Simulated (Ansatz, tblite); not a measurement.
Cost and result up the ladder for Si(OH)4 (SiO4H4) (9 atoms). Charge 0, multiplicity 1. Geometry: PBE-D4/def2-SVP.

Cartesian coordinates in Å:
```
Si 0.000 0.000 0.000
O 0.481 -0.704 -1.431
H 0.107 -0.270 -2.218
O 0.197 -1.165 1.174
H 0.034 -2.069 0.851
O -1.552 0.547 -0.257
H -1.817 1.255 0.357
O 0.874 1.322 0.514
H 1.676 1.083 1.010
```

Ansatz on 4 threads of Arm Neoverse V1 on a shared host; xTB runs through tblite on one thread. Times are rough, summed over both states, and most runs start from the orbitals of an earlier one. PBE0-D4/def2-TZVP serves as the yardstick here, not as an exact answer. The other state is a doublet.

The xTB rows come from tblite. HOMO above LUMO, or a gap near zero within one spin, warns that the state may not be the lowest or that an electron is smeared out.

Raw xTB energies of ions are shifted by several eV.

| level | functions | wall time | vertical IE (eV) | difference from PBE0-D4/def2-TZVP (eV) | remarks |
| --- | --- | --- | --- | --- | --- |
| GFN2-xTB | 29 | 0.007 s | 15.69 | 4.29 | – |
| GFN1-xTB | 33 | 0.01 s | 16.65 | 5.25 | – |
| PBE-D4/def2-TZVP | 185 | 4.2 s | 10.65 | -0.75 | gap within one spin near zero (+1 doublet) |
| PBE0-D4/def2-TZVP | 185 | 5.9 s | 11.40 | 0.00 | – |
| r2SCAN-D4/def2-TZVP (with forces) | 185 | 9.8 s | 10.93 | -0.47 | gap within one spin near zero (+1 doublet) |
